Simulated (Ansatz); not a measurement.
The same path of a periodic cell of 31 atoms, Al (host Al, host structure fcc, one Al atom removed) was run twice with different band settings.

Level of theory: Ansatz, DFT PBEsol, scalar-relativistic, plane waves, PAW. Settings: PAW set soft_1, cutoff 420 eV, k mesh 3x3x3, gaussian smearing 0.05 eV, no spin polarisation.

Relaxed end points:

```xyz
31
Lattice="8.1000 0.0000 0.0000 0.0000 8.1000 0.0000 0.0000 0.0000 8.1000" Properties=species:S:1:pos:R:3
Al 4.051 -0.014 0.016
Al 6.084 2.024 -0.004
Al 6.062 -0.014 2.029
Al 0.000 0.004 -0.005
Al 2.017 2.023 -0.003
Al 4.049 4.060 0.018
Al 6.060 6.073 0.018
Al 2.039 -0.016 2.029
Al 4.050 2.022 2.028
Al 6.061 4.061 2.028
Al 4.051 -0.017 4.039
Al 6.083 2.023 4.062
Al 6.084 0.005 6.078
Al 0.001 4.042 -0.005
Al 2.039 6.073 0.018
Al 0.001 2.023 2.028
Al 2.039 4.062 2.029
Al 0.001 0.006 4.060
Al 2.018 2.023 4.062
Al 4.051 4.062 4.039
Al 6.062 6.074 4.040
Al 2.017 0.005 6.079
Al 4.051 2.023 6.078
Al 6.082 4.042 6.078
Al -0.001 6.073 2.028
Al -0.001 4.040 4.061
Al 2.038 6.073 4.041
Al 0.000 2.023 6.078
Al 2.018 4.040 6.079
Al 4.050 6.072 6.079
Al 0.000 6.073 6.077
```

```xyz
31
Lattice="8.1000 0.0000 0.0000 0.0000 8.1000 0.0000 0.0000 0.0000 8.1000" Properties=species:S:1:pos:R:3
Al 4.061 0.011 0.000
Al 6.075 2.025 0.000
Al 6.075 0.011 2.014
Al -0.011 0.011 0.000
Al 2.025 2.025 0.000
Al 4.061 4.039 0.000
Al 6.075 6.075 0.000
Al 2.025 -0.017 2.042
Al 4.061 2.025 2.014
Al 6.075 4.039 2.014
Al 4.033 -0.017 4.050
Al 6.075 2.025 4.050
Al 6.075 0.011 6.086
Al -0.011 4.039 0.000
Al 2.025 6.075 0.000
Al -0.011 2.025 2.014
Al 2.025 4.067 2.042
Al 0.017 -0.017 4.050
Al 2.025 2.025 4.050
Al 4.033 4.067 4.050
Al 6.075 6.075 4.050
Al 2.025 -0.017 6.058
Al 4.061 2.025 6.086
Al 6.075 4.039 6.086
Al 0.017 6.075 2.042
Al 0.017 4.067 4.050
Al 4.033 6.075 2.042
Al -0.011 2.025 6.086
Al 2.025 4.067 6.058
Al 4.033 6.075 6.058
Al 0.017 6.075 6.058
```

Common settings: climbing image yes; force threshold 0.05 eV/Å; end points relaxed.

| run | movable images | spring | optimiser | start path | iteration limit |
| --- | --- | --- | --- | --- | --- |
| 1 | 5 | 5.0 eV/Å² | quadratic models (default) | straight line | 35 |
| 2 | 3 | 0.1 eV/Å² | fire | default | 50 |

(1) What does each run give, and how far can it be trusted?

Results:

(1) Run 1: converged after 4 iterations, highest image 0.676 eV above the first end. By the program's own check the climbing image is a first-order saddle point (lowest curvatures found: -1.53 and 0.64 eV/Å²).
Run 2: converged after 21 iterations, highest image 0.676 eV above the first end. The order of the point at the top wasn't checked.
Limits of this set-up: coarse k mesh, PAW files made for another functional, a small cell, in which the defect meets its images, a typed lattice constant that wasn't relaxed here.
